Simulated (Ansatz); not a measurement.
Total energies of C$_{2}$H$_{3}$AlO, SMILES `C=[C]1[O][AlH]1`.

```xyz
7

C    -0.1824   -1.0252   -1.0162
C    -0.0068   -0.0975   -0.0927
O    -0.9718    0.8207    0.3954
Al    0.5244    1.0982    1.2116
H    -1.1448   -1.1607   -1.5014
H     0.6393   -1.6676   -1.3030
H     1.1421    2.0322    2.3063
```

Total charge 0; spin multiplicity 1. All single points use the PBE0-D4/def2-TZVP geometry. Basis def2-TZVPP, Ansatz 0.2.0.

RPA on PBE orbitals: Hartree–Fock energy of these orbitals -394.22096 Eh, correlation -1.01047 Eh (frozen core).

| functional | kind | energy without D4 (Eh) | D4 term (kJ/mol) |
| --- | --- | --- | --- |
| LDA (SPW92) | LDA | -393.37730 | – |
| PBE | GGA | -395.36992 | -11.6 |
| BLYP | GGA | -395.65351 | -25.9 |
| r2SCAN | meta-GGA | -395.57528 | -2.7 |
| B97M-V | meta-GGA with VV10 | -395.60981 | – |
| PBE0 | global hybrid, 25 % exact exchange | -395.39179 | -9.7 |
| CAM-B3LYP | range-separated hybrid | -395.62141 | -9.8 |
| LC-ωPBE | long-range corrected hybrid | -395.49242 | – |
| ωB97M-V | range-separated hybrid meta-GGA with VV10 | -395.61459 | – |
| B2PLYP | double hybrid | -395.45216 | – |

(1) Give the same for revPBE, B3LYP, r2SCANh, r2SCAN0, HSE06 (plane-wave form), BHLYP, ωB97X-V, PBE-QIDH. (Estimate.)

B3LYP takes the VWN-RPA correlation (the form of Gaussian; ORCA's B3LYP/G). HSE06 is the plane-wave form, built on full-range PBE exchange. The double hybrids freeze the cores in their second-order part.

## Answers

(1) Computed: 
```
             functional                                  kind  energy without D4 (Eh)  D4 term (kJ/mol)
                 revPBE                                   GGA              -395.59034             -36.4
                  B3LYP                   global hybrid, 20 %              -395.71149             -18.9
                r2SCANh                 meta-GGA hybrid, 10 %              -395.56253              -2.9
                r2SCAN0                 meta-GGA hybrid, 25 %              -395.54444              -3.2
HSE06 (plane-wave form)                       screened hybrid              -395.37816              -9.0
                  BHLYP                   global hybrid, 50 %              -395.59634             -14.6
                ωB97X-V  range-separated hybrid GGA with VV10              -395.59250                 –
               PBE-QIDH                         double hybrid              -395.27586                 –
```

LC-ωPBE has ω = 0.4 bohr⁻¹.
